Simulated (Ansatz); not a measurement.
`F[BH][SnH2][SiH3]` + `B1N=C[Se]1` → `[BH2][SnH2][SiH3]` + `FC1=NB[Se]1` at 500 K and 1 bar (redistribution).

Gas-phase electronic energies from Ansatz, PBE0-D4/def2-TZVP geometries. CBS: MP2 limit from def2 TZ/QZ plus the TZ coupled-cluster correction, frozen cores. Elements past krypton have def2 core potentials. For Se, Sn outer-core shells are correlated without core-valence functions, which leaves a few kJ/mol of doubt a bond. Scalar relativity is left out up to krypton. One conformer a species, not always the lowest.

```tsv
species	CCSD(T)/CBS energy (Eh)	H − E (kJ/mol)	S (J/(mol·K))
`F[BH][SnH2][SiH3]`	-631.31705	190.7	459.4
`B1N=C[Se]1`	-2519.42221	113.7	326.3
`[BH2][SnH2][SiH3]`	-532.05307	200.4	430.3
`FC1=NB[Se]1`	-2618.62224	99.2	353.7
```

H − E and S are ideal-gas, rigid-rotor, harmonic terms from PBE0-D4/def2-TZVP, for one conformer and one mirror image of each species. 1 Eh = 2625.50 kJ/mol, R = 8.31446 J/(mol·K).

Task: By hand: ΔE, ΔH, ΔS and ΔG.

Result: ΔE = (-532.05307) + (-2618.62224) − (-631.31705) − (-2519.42221) = 0.06395 Eh = 167.9 kJ/mol. Δ(H − E) = 200.4 + 99.2 − 190.7 − 113.7 = -4.8, so ΔH = 163.1 kJ/mol. ΔS = 430.3 + 353.7 − 459.4 − 326.3 = -1.7 J/(mol·K). ΔG = 163.1 − 500 × (-1.7)/1000 = 163.9 kJ/mol.

Task: By hand: the equilibrium constant, and the temperature at which ΔG would vanish if ΔH and ΔS stayed fixed.

Result: log₁₀ K = −ΔG/(RT ln 10) = -17.1. ΔH and −TΔS have one sign here, so there is no such temperature.

The number of gas molecules stays the same, so ΔS is small and ΔH decides. A doubt of 5 kJ/mol in ΔE shifts log₁₀ K by 0.5 here. Other conformers and mirror images would add mixing entropy, several J/(mol·K) or more a flexible species. Modes under 60 cm⁻¹, often nearly free rotors, make the harmonic entropy too high. These are equilibria of isolated gas molecules and say nothing of rates. Largest T1 diagnostic: 0.014 (customary marks: 0.02 for closed shells, 0.045 for open ones).

ΔS is within the doubt of such terms, so its sign, and with it that verdict, could turn.
